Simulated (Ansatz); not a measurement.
AlN₃H₆⁺, that is Al(NH2)3 with one electron fewer. The state is a doublet with charge 1. Geometry r2SCAN-D4/def2-SVP, that of the neutral singlet; atoms count from 1.

```csv
atom,x (Å),y (Å),z (Å)
Al1,0.0011,0.0016,0.0005
N2,1.6681,-0.5802,-0.2145
H3,1.9682,-1.2559,-0.9090
H4,2.4682,-0.2921,0.3383
N5,-0.3181,1.4624,0.9636
H6,-1.2255,1.7437,1.3194
H7,0.3769,2.1454,1.2453
N8,-1.3492,-0.8806,-0.7494
H9,-1.3003,-1.8233,-1.1205
H10,-2.2894,-0.5211,-0.8737
```

Estimate the Mulliken populations from the PBE0/def2-TZVP orbitals of Ansatz.


| atom | charge (e) | spin (α − β) |
| --- | --- | --- |
| Al1 | 0.71 | -0.08 |
| N2 | -0.52 | 0.30 |
| H3 | 0.28 | -0.01 |
| H4 | 0.29 | -0.01 |
| N5 | -0.52 | 0.30 |
| H6 | 0.28 | -0.01 |
| H7 | 0.29 | -0.01 |
| N8 | -0.42 | 0.56 |
| H9 | 0.30 | -0.02 |
| H10 | 0.30 | -0.02 |
Mulliken values depend strongly on the basis.

Where does the spin sit?

Summed by element: Al -0.08, N 1.15, H -0.07, of 1 unpaired in all. Largest on single atoms: N8 0.56, N2 0.30, N5 0.30.

And the Mayer bond orders between heavy atoms (over 0.3)?

Al1–N2 1.12 (1.78 Å); Al1–N5 1.12 (1.78 Å); Al1–N8 1.07 (1.78 Å).
